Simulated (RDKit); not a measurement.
A run for RDKit: MMFF94 on H2O (SMILES O).

```python
from rdkit import Chem
from rdkit.Chem import AllChem, rdDetermineBonds

blocks = [
'''3

O    -0.00000000    0.00000000    0.38961139
H     0.00000000    0.76498632   -0.19485569
H     0.00000000   -0.76498632   -0.19485569
''',
]
mol = None
for b in blocks:
    f = Chem.MolFromXYZBlock(b)
    rdDetermineBonds.DetermineBonds(f, charge=0)
    mol = f if mol is None else Chem.CombineMols(mol, f)
Chem.SanitizeMol(mol)
print(Chem.MolToSmiles(Chem.RemoveHs(mol)))
ff = AllChem.MMFFGetMoleculeForceField(mol, AllChem.MMFFGetMoleculeProperties(mol), nonBondedThresh=100.0, ignoreInterfragInteractions=False)
e = ff.CalcEnergy()
print(f'MMFF94 energy {e:.6f} kcal/mol')
```

Output:

```
O
MMFF94 energy 0.059832 kcal/mol
```

The run finished.

Cost: about 0.03 core-seconds (a rough figure).
